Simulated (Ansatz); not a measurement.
Two structures of Si2H6O2, closed shell, reached by relaxing down either side of one saddle point (PBE0-D4/def2-TZVP). Energies are electronic, without zero-point energy. Computed with Ansatz 0.2.0 (basis: def2-TZVPP and def2-QZVPP); correlated methods freeze the cores. Extrapolation: Hartree–Fock as exp(−7.88 √X), correlation as X^−2.97. First:

Si1  (-0.637, -0.182, -0.151)
Si2  (1.595, 0.503, -0.112)
H3  (-1.201, -0.358, -1.525)
O4  (-1.478, 1.002, 0.621)
O5  (-0.721, -1.643, 0.607)
H6  (2.082, 0.612, 1.289)
H7  (1.741, 1.824, -0.779)
H8  (2.438, -0.487, -0.837)
H9  (-2.435, 0.996, 0.573)
H10  (-1.384, -2.267, 0.313)
(Å)

Second:

```xyz
10
angstrom
Si -1.3719 0.1220 1.0517
Si 1.9804 0.6036 -0.7451
H 0.8837 1.3212 -1.4407
O -2.9259 0.1899 1.5764
O -1.4500 -1.2576 0.1308
H 2.2926 1.2606 0.5455
H 3.1879 0.5792 -1.6100
H 1.5561 -0.8015 -0.4935
H -3.5244 -0.5064 1.2837
H -0.6283 -1.5110 -0.2987
```

(1) Which bonds change from the first to the second?

(2) Give the saddle point's structure and its height above each. (Judge from chemistry; the value comes from the calculation.)

No T1 diagnostic of these runs exceeds 0.015.

## Answers

(1) Si₂H₆O₂ ([OH][SiH]([OH])[SiH3]) → SiH₂O₂ ([OH][Si][OH]) + SiH₄; bonds formed: Si2–H3; bonds broken: Si1–Si2, Si1–H3.

(2) By the calculation: 2.343 eV above the first and 1.210 eV above the second (CCSD(T) at an estimated basis limit (MP2 extrapolated from triple and quadruple zeta, plus CCSD(T) − MP2 in triple zeta)).
Si1  (-0.613, -0.181, 0.662)
Si2  (1.446, 0.494, -0.251)
H3  (-0.085, 0.365, -0.958)
O4  (-1.830, 0.899, 0.858)
O5  (-1.338, -1.570, 0.131)
H6  (2.264, 0.976, 0.905)
H7  (1.738, 1.512, -1.310)
H8  (1.896, -0.863, -0.655)
H9  (-2.639, 0.746, 0.362)
H10  (-0.838, -2.378, 0.257)
(Å)

Losses and insertions of silylenes and their heavier kin drive the gas-phase chemistry of silicon and germanium vapour deposition.

Labels in which every atom is bracketed show which atoms are joined, not bond orders.

For scale, one of the runs: CCSD(T)/def2-TZVPP, 230 basis functions, launched by `ansatz run in.yaml --threads 4 --pin off --events-out ev --progress --plain --max-ram 9574MiB`. The run took 77 s on 4 CPU threads of an Arm Neoverse V1 (shared host), with 3.8 GiB of host memory at its peak.
